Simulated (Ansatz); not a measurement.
Steps of a relaxation of C3H5Al, SMILES `C[C]1=[CH][AlH]1` with RKS PBE0-D4/def2-TZVP.

```sh
$ ansatz run in.yaml --threads 2 --pin off --events-out ev --progress --plain --max-ram 4352MiB
```

```yaml
crystal:
  periodic: [false, false, false]
  atoms:
    - {symbol: C, position_ang: [0.274257, 0.866093, -1.075042]}
    - {symbol: C, position_ang: [-0.032849, 0.028294, 0.119855]}
    - {symbol: C, position_ang: [0.037897, -1.341362, 0.309629]}
    - {symbol: Al, position_ang: [-0.551138, -0.480389, 1.864400]}
    - {symbol: H, position_ang: [0.602569, 0.260922, -1.949117]}
    - {symbol: H, position_ang: [-0.612421, 1.463647, -1.374744]}
    - {symbol: H, position_ang: [1.071600, 1.603003, -0.840891]}
    - {symbol: H, position_ang: [0.353534, -2.100939, -0.434482]}
    - {symbol: H, position_ang: [-1.054951, -0.345570, 3.363292]}
basis:
  gaussian: {orbitals: def2-TZVP}
hamiltonian: {xc: pbe0, dispersion: d4}
relax: {f_tol: 0.005, max_steps: 150}
```

Positions (Å) and forces (eV/Å) along the path, 6 of 6 steps:

```xyz
9
step=1 energy=-9781.5665 eV
C     0.274    0.866   -1.075    0.075    0.174   -0.246
C    -0.033    0.028    0.120   -0.042   -0.602    0.290
C     0.038   -1.341    0.310    0.005    0.505   -0.153
Al   -0.551   -0.480    1.864    0.184   -0.069   -0.553
H     0.603    0.261   -1.949   -0.161    0.268    0.432
H    -0.612    1.464   -1.375    0.404   -0.308    0.153
H     1.072    1.603   -0.841   -0.370   -0.370   -0.093
H     0.354   -2.101   -0.434   -0.162    0.416    0.366
H    -1.055   -0.346    3.363    0.067   -0.014   -0.196
9
step=2 energy=-9781.6014 eV
C     0.273    0.860   -1.069    0.028    0.054   -0.092
C    -0.034    0.031    0.123   -0.039   -0.211    0.192
C     0.038   -1.328    0.306   -0.034    0.199    0.025
Al   -0.548   -0.479    1.854    0.119   -0.048   -0.352
H     0.599    0.255   -1.929   -0.047    0.073    0.128
H    -0.605    1.447   -1.369    0.120   -0.087    0.045
H     1.063    1.588   -0.838   -0.112   -0.106   -0.028
H     0.349   -2.074   -0.435   -0.045    0.127    0.109
H    -1.046   -0.347    3.341    0.010   -0.001   -0.027
9
step=3 energy=-9781.6066 eV
C     0.273    0.858   -1.066    0.007   -0.011   -0.010
C    -0.036    0.033    0.127   -0.016    0.037    0.020
C     0.035   -1.322    0.305    0.007   -0.025    0.017
Al   -0.545   -0.480    1.844    0.005   -0.008   -0.016
H     0.596    0.250   -1.919    0.002   -0.005   -0.003
H    -0.602    1.441   -1.367   -0.006    0.003   -0.002
H     1.060    1.582   -0.837    0.005    0.006    0.001
H     0.348   -2.060   -0.434   -0.002    0.001   -0.012
H    -1.042   -0.348    3.330   -0.002    0.002    0.005
9
step=4 energy=-9781.6067 eV
C     0.273    0.857   -1.066    0.002   -0.006   -0.006
C    -0.036    0.034    0.128    0.001    0.020    0.009
C     0.036   -1.321    0.306   -0.009   -0.015    0.002
Al   -0.545   -0.480    1.845    0.002   -0.004   -0.001
H     0.599    0.249   -1.917    0.000   -0.002    0.000
H    -0.602    1.439   -1.369   -0.002    0.001   -0.002
H     1.059    1.583   -0.837    0.001    0.002    0.000
H     0.346   -2.058   -0.436    0.006    0.004   -0.004
H    -1.041   -0.349    3.330    0.000    0.001    0.001
9
step=5 energy=-9781.6067 eV
C     0.273    0.857   -1.066    0.001    0.000    0.001
C    -0.037    0.035    0.129    0.002   -0.001   -0.003
C     0.035   -1.320    0.305   -0.002   -0.001   -0.002
Al   -0.545   -0.481    1.845   -0.001    0.000    0.006
H     0.599    0.246   -1.915    0.000    0.000    0.001
H    -0.602    1.438   -1.371    0.001   -0.001    0.000
H     1.059    1.584   -0.838   -0.002   -0.001   -0.001
H     0.346   -2.056   -0.438    0.001    0.003    0.000
H    -1.041   -0.350    3.332    0.001    0.000   -0.002
9
step=6 energy=-9781.6067 eV
C     0.274    0.857   -1.066    0.000    0.000    0.001
C    -0.037    0.036    0.130    0.001   -0.001   -0.001
C     0.035   -1.320    0.305   -0.001    0.001    0.000
Al   -0.545   -0.481    1.846    0.000    0.001    0.001
H     0.600    0.245   -1.915    0.000    0.000    0.000
H    -0.602    1.437   -1.371    0.000    0.000    0.000
H     1.059    1.584   -0.839   -0.001    0.000    0.000
H     0.345   -2.054   -0.439    0.000    0.000    0.000
H    -1.040   -0.350    3.332    0.000    0.000    0.000
```

Hardware: 2 threads of an Arm Neoverse V1 on a shared host. Wall time 24 s, peak host memory 0.32 GiB.
